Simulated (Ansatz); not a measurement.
Gas-phase electronic energies from Ansatz, PBE0-D4/def2-TZVP geometries. CCSD(T)/CBS is the MP2 limit (def2-TZVPP, def2-QZVPP) plus CCSD(T) − MP2 in def2-TZVPP, frozen cores. DFT in def2-TZVPP. B3LYP here is the variant with VWN-RPA as its local correlation; programs differ in this. For Se outer-core shells are correlated without core-valence functions, which leaves a few kJ/mol of doubt a bond. Scalar relativity is left out up to krypton. One conformer a species, not always the lowest.

Consider the substitution at a C–B bond: `C=CB[SeH]` + `O[SiH2][SeH]` → `C=C[Se][SiH2]O` + `B[SeH]`.

(1) Is it downhill or uphill in electronic energy at CCSD(T)/CBS, and by how much? (Best estimate.)

(2) What do these levels give: PBE-D4, r2SCAN-D4, PBE0-D4, B3LYP-D4, ωB97X-V, ωB97M-V, PBE, HF/def2-TZVPP, SCS-MP2/def2-TZVPP, MP2/def2-QZVPP, HF/CBS(def2), MP2/CBS(def2)? (Estimate.)

Largest T1 diagnostic among the species: 0.013.

Results:

(1) Ansatz gave: Uphill: ΔE = +59.6 kJ/mol.

(2) Ansatz gave: PBE-D4 58.0, r2SCAN-D4 61.8, PBE0-D4 61.2, B3LYP-D4 59.8, ωB97X-V 59.4, ωB97M-V 61.3, PBE 61.9, HF/def2-TZVPP 72.5, SCS-MP2/def2-TZVPP 56.7, MP2/def2-QZVPP 56.8, HF/CBS(def2) 72.9, MP2/CBS(def2) 57.3 kJ/mol.

The D4 term adds −6.2 kJ/mol with B3LYP and −3.4 kJ/mol with PBE0; it sums over pairs of atoms, weighted by their polarisabilities, and B3LYP, whose exchange is more repulsive, gets the larger term. In def2-TZVPP, CCSD(T) changes the Hartree–Fock value by −14.5 kJ/mol (the triples alone add −2.7 kJ/mol) and MP2 by −16.7 kJ/mol.
